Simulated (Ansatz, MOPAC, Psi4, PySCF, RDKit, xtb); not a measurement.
Pair of molecules: PH3 (SMILES P) (first 4 atoms) with AsH3 (SMILES [AsH3]); geometry from B3LYP-D3(BJ)/def2-TZVP, rigid monomers moved along the line of their centres of mass till P1···As5 is 3.28 Å.
(charge 0, multiplicity 1):
```xyz
8

P     -0.0237     0.1221    -0.4746
H      1.3881    -0.0020    -0.4601
H     -0.2378    -1.2642    -0.2726
H     -0.1115     0.0255    -1.8883
As     0.1965     0.3511     2.7869
H      0.2954     0.4774     4.3055
H     -1.3132     0.5514     2.8033
H      0.4542     1.8382     2.5815
```

| level | interaction energy (meV) | minus CCSD(T)/CBS(def2-SVPD, def2-TZVPPD) | cost |
|---|---|---|---|
| UFF | 111.2 | 108.6 | - |
| GFN-FF | -232.6 | -235.2 | - |
| AM1 | 76.9 | 74.4 | - |
| PM3 | 222.6 | 220.0 | - |
| PM6 | 244.6 | 242.1 | - |
| PM7 | -142.5 | -145.0 | - |
| GFN1-xTB | -267.7 | -270.2 | - |
| HF/3-21G (no counterpoise) | 53.6 | 51.0 | - |
| HF/6-31G* | 141.4 | 138.9 | - |
| HF/6-31G* (no counterpoise) | 133.5 | 131.0 | - |
| HF/def2-SVPD | 148.4 | 145.8 | - |
| HF/def2-TZVPPD | 143.9 | 141.4 | - |
| PBE/def2-TZVPPD | -0.5 | -3.0 | ×1 |
| PBE-D3(BJ)/def2-TZVPPD | -59.0 | -61.5 | ×1 |
| PBE-D4/def2-TZVPPD | -63.4 | -66.0 | ×1 |
| r2SCAN/def2-TZVPPD | -7.5 | -10.0 | ×2 |
| r2SCAN-D3(BJ)/def2-TZVPPD | -27.8 | -30.4 | ×2 |
| r2SCAN-D4/def2-TZVPPD | -24.5 | -27.0 | ×2 |
| B3LYP/3-21G (no counterpoise) | -27.0 | -29.5 | - |
| B3LYP/6-31G* | 64.3 | 61.8 | - |
| B3LYP/6-31G* (no counterpoise) | 53.9 | 51.3 | - |
| B3LYP/LANL2DZ (no counterpoise) | 49.8 | 47.3 | - |
| B3LYP/def2-TZVPPD | 69.8 | 67.2 | ×1 |
| B3LYP-D3(BJ)/def2-TZVPPD | -40.5 | -43.1 | ×1 |
| B3LYP-D4/def2-TZVPPD | -31.6 | -34.1 | ×1 |
| PBE0/def2-TZVPPD | 5.4 | 2.8 | ×1 |
| PBE0-D3(BJ)/def2-TZVPPD | -52.7 | -55.2 | ×1 |
| PBE0-D4/def2-TZVPPD | -50.8 | -53.4 | ×1 |
| wB97M-V/def2-TZVPPD | -20.2 | -22.7 | ×4 |
| MP2/6-31G* (no counterpoise) | 22.0 | 19.5 | - |
| MP2/def2-SVPD | 19.5 | 16.9 | - |
| MP2/def2-TZVPPD | -10.4 | -12.9 | - |
| MP2/CBS(def2-SVPD, def2-TZVPPD) | -21.1 | -23.6 | - |
| SCS-MP2/def2-TZVPPD | 26.0 | 23.5 | - |
| CCSD/def2-SVPD | 60.7 | 58.2 | - |
| CCSD/def2-TZVPPD | 35.0 | 32.5 | - |
| CCSD(T)/def2-SVPD | 43.8 | 41.3 | ×3 |
| CCSD(T)/def2-TZVPPD | 13.5 | 10.9 | ×70 |
| CCSD(T)/CBS(def2-SVPD, def2-TZVPPD) | 2.5 | 0.0 | ×70 |
| SAPT0/aug-cc-pVDZ | -32.3 | -34.8 | - |

 The comparison column counts from a level with limits of its own.

The rows run from -267.7 (GFN1-xTB) to 244.6 meV (PM6). In def2-TZVPPD the value moves HF 143.9, MP2 -10.4, CCSD 35.0, CCSD(T) 13.5, a shift of -130.4 from HF to CCSD(T). From def2-SVPD to def2-TZVPPD CCSD(T) changes by -30.4. The dispersion term adds -58.5 in PBE-D3(BJ), -62.9 in PBE-D4, -20.4 in r2SCAN-D3(BJ). The 5 functionals in def2-TZVPPD without D3 or D4 span 90.0, from wB97M-V to B3LYP.

Interaction energies are E(AB) − E(A) − E(B) at the monomers' geometry in the complex; basis-set methods are counterpoise corrected. Rows marked so take none. RDKit's UFF carries no charges.

Cores are frozen in the correlated methods. Filled d and f shells under p-block atoms count as core. CBS(a, b) extrapolates the correlation energy as X⁻³ and adds the Hartree–Fock energy of set b. Rows in 3-21G, 6-31G*, LANL2DZ carry no dispersion term and start afresh at each structure (6-31G* with six Cartesian d functions); the Pople sets are all-electron and without relativity. MP2/6-31G* freezes PySCF's default core, which leaves 3d correlated. LANL2DZ brings its own core potentials from Na on. The state reached by AM1, PM3, PM6, PM7 isn't checked; PM7 holds dispersion and hydrogen-bond terms.

Run with Ansatz (an electronic-structure program) with Gaussian orbitals; MOPAC for AM1, PM3, PM6, PM7 (differences of heats of formation); Psi4 for SAPT; PySCF for 3-21G rows, 6-31G* rows, LANL2DZ rows, the dispersion terms; RDKit for the force fields; xtb for the GFN methods. Values without a source in brackets are computed.

Costs are rough ratios of core time to PBE/def2-TZVPPD (about 4 s over the structures, on one shared machine); a dash marks a level with no comparable run of its own.
